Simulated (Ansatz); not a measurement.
System: C$_{2}$H$_{8}$O$_{2}$Te (charge 0, singlet). 
Structure (B3LYP-D3(BJ)/def2-TZVP (Ansatz, a quantum-chemistry and plane-wave program) minimum search):
SMILES: C[Te](C)(O)O
```xyz
13

O     -0.1716    -0.5182     1.9982
Te     0.0277     0.3171     0.0990
C      1.4858    -1.1888    -0.2271
C     -1.6647    -0.8557    -0.4113
O      0.1860     0.6824    -1.9469
H     -0.1382     0.1698     2.6711
H      1.4186    -1.4734    -1.2729
H      2.4654    -0.7693    -0.0106
H      1.2616    -2.0004     0.4587
H     -2.5536    -0.2386    -0.3041
H     -1.5381    -1.1608    -1.4458
H     -1.6951    -1.6878     0.2859
H      0.2952     1.6250    -2.1107
```
Charge 0, spin multiplicity 1.

Quantity: vertical triplet-singlet gap (E(triplet) - E(singlet); each state is the SCF solution reached for its spin; the UHF <S^2> is 2.12 for the triplet (pure: 2.00)), in eV. Valence correlation only, unless marked. Open shells are spin-unrestricted. Spin-orbit coupling is left out. The frozen core is the preceding noble-gas configuration, with the filled d and f shells of earlier blocks. Past Kr the def2 sets carry scalar-relativistic core potentials. Basis-set limits of correlation are two-point, X^-3; Hartree-Fock from the larger set. The bracket is a focal-point correction in the basis named.

| level | program | vertical triplet-singlet gap (eV) |
|---|---|---|
| SVWN5/def2-TZVPD | Ansatz | ? |
| PBE/def2-TZVPD | Ansatz | ? |
| r2SCAN/def2-TZVPD | Ansatz | 4.43 |
| B3LYP/def2-TZVPD | Ansatz | 4.59 |
| BHLYP/def2-TZVPD | Ansatz | 4.73 |
| CAM-B3LYP/def2-TZVPD | Ansatz | ? |
| SCS-MP2/def2-TZVPPD | Ansatz | 5.25 |
| RI-MP2/CBS(def2-TZVPPD,def2-QZVPPD)+[CCSD(T)-MP2]/def2-TZVPPD | Ansatz | 4.81 |

**Question.** Complete the blanks.

**Answer.** 
- SVWN5/def2-TZVPD, vertical triplet-singlet gap (eV): 4.56
- PBE/def2-TZVPD, vertical triplet-singlet gap (eV): 4.39
- CAM-B3LYP/def2-TZVPD, vertical triplet-singlet gap (eV): 4.75
